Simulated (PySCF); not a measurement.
## Si4H9NO4

Si4H9NO4 is a molecule, neutral, singlet. The structure, one conformer, was relaxed in the gas phase by PBE0-D3(BJ)/def2-SVP. No frequency run checks that it is a minimum.

SMILES: N[SiH2]O[SiH]1O[SiH2]O[SiH2]O1

| atom | x (Å) | y (Å) | z (Å) |
| --- | --- | --- | --- |
| O1 | -1.556 | 0.854 | -0.543 |
| Si2 | -0.803 | 2.018 | 0.372 |
| O3 | -0.228 | 1.295 | 1.754 |
| Si4 | -0.216 | -0.298 | 2.229 |
| O5 | -1.044 | -1.183 | 1.094 |
| Si6 | -1.554 | -0.803 | -0.439 |
| O7 | -0.530 | -1.437 | -1.556 |
| Si8 | 1.064 | -1.082 | -1.906 |
| N9 | 1.769 | -0.127 | -0.653 |
| H10 | -1.794 | 3.060 | 0.741 |
| H11 | 0.325 | 2.618 | -0.391 |
| H12 | -0.907 | -0.423 | 3.537 |
| H13 | 1.188 | -0.781 | 2.334 |
| H14 | -2.906 | -1.335 | -0.672 |
| H15 | 1.765 | -2.387 | -2.036 |
| H16 | 1.111 | -0.289 | -3.164 |
| H17 | 2.273 | -0.537 | 0.124 |
| H18 | 2.024 | 0.842 | -0.799 |

Shieldings: GIAO PBE0/pcSseg-1. Shifts are against computed references at the same level: H TMS (σ 31.27 ppm), Si TMS (σ 352.0 ppm). Core levels by delta-SCF with SCAN, pcX-2 on the ionised atom and pcseg-1 elsewhere, spin-free X2C (2p3/2 is the spin-free 2p value less a third of a first-order spin-orbit splitting); from the vacuum level, for chosen atoms.

**Question.** Give the shieldings and core levels atom by atom.

**Answer.** 
```csv
atoms,bonded to,σ (ppm),δ (ppm),core level (eV)
O1,2 Si,229.2,-,1s 537.97
Si2,2 O + 2 H,387.6,-35.6,2p3/2 108.12
O3,2 Si,251.3,-,-
Si4,2 O + 2 H,388.1,-36.1,-
O5,2 Si,228.7,-,1s 537.97
Si6,3 O + 1 H,418.9,-66.9,2p3/2 108.28
O7,2 Si,214.4,-,1s 537.79
Si8,1 N + 1 O + 2 H,387.0,-35.0,-
N9,1 Si + 2 H,228.5,-,-
H10,1 Si,26.08,5.18,-
H11,1 Si,26.10,5.17,-
H12,1 Si,26.09,5.18,-
H13,1 Si,26.11,5.16,-
H14,1 Si,26.74,4.53,-
H15,1 Si,26.29,4.97,-
H16,1 Si,26.35,4.91,-
H17,1 N,29.76,1.51,-
H18,1 N,29.64,1.63,-
```

Values are those of this one static structure; atoms that internal rotation interchanges would show their mean in an NMR spectrum.

**Question.** By CAM-B3LYP/def2-SVPD (TDDFT singlets, Tamm-Dancoff triplets, ionisation by delta-SCF), where does absorption start, and what does vertical ionisation take?

**Answer.** The lowest singlet lies at 6.90 eV (f 0.057), the lowest triplet at 6.49 eV; vertical ionisation takes 10.26 eV.

The 3 runs behind this took 12 min in all, one thread each of Arm Neoverse V2 on a shared host, launched as `OMP_NUM_THREADS=1 python cluster_run.py task.json out`.
